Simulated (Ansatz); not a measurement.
Reactions of C$_{3}$H$_{7}$NSi, SMILES `CC([SiH3])=C=N`.

Gas-phase electronic energies from Ansatz, PBE0-D4/def2-TZVP geometries. CCSD(T)/CBS is the MP2 limit (def2-TZVPP, def2-QZVPP) plus CCSD(T) − MP2 in def2-TZVPP, frozen cores. This one scheme is used for every species, atoms too. Functionals use def2-TZVPP. No spin–orbit coupling; open shells (•) take unrestricted orbitals. Spin–orbit coupling would lower the free atoms: a little for C, Si. def2 core potentials past Kr. For Ge, Se, Te outer-core shells are correlated without core-valence functions, so the limit isn't a true one: a few kJ/mol of doubt a bond, and 10 to 20 or more in all where bonds break to atoms. Scalar relativity is left out up to krypton. Each species was taken in one conformer, which may not be the lowest.

| reaction | r2SCAN-D4 (kJ/mol) | ωB97M-V (kJ/mol) |
| --- | --- | --- |
| `CC([SiH3])=C=N` + `[OH][GeH2][SH]` → `[SiH3][O][GeH2][SH]` + `CC=C=N` | -77 | -81 |
| `CC([SiH3])=C=N` + H₂Se → `N=C=C([SiH3])[SeH]` + CH₄ | -12 | -9 |
| `CC([SiH3])=C=N` + `[SiH3][SeH]` → `[SiH3][SiH2][SeH]` + `CC=C=N` | 11 | 17 |
| `CC([SiH3])=C=N` → 3 C• + 7 H• + N• + Si• | 4613 | 4615 |
| `CC([SiH3])=C=N` + `OC(F)[TeH]` → `COC(F)[TeH]` + `N=C=C[SiH3]` | 46 | 43 |
| `CC([SiH3])=C=N` + H–F → `N=C=C(F)[SiH3]` + CH₄ | 76 | 78 |
| `CC([SiH3])=C=N` → `CC=C=N` + `[SiH2]` | 276 | 249 |

(1) Give the CCSD(T)/CBS values in the same order. (An estimate is asked.)

Largest T1 diagnostic: 0.015, for `N=C=C[SiH3]`.

Answers

(1) Ansatz gave: -82, -10, 14, 4586, 46, 92, 255 kJ/mol.
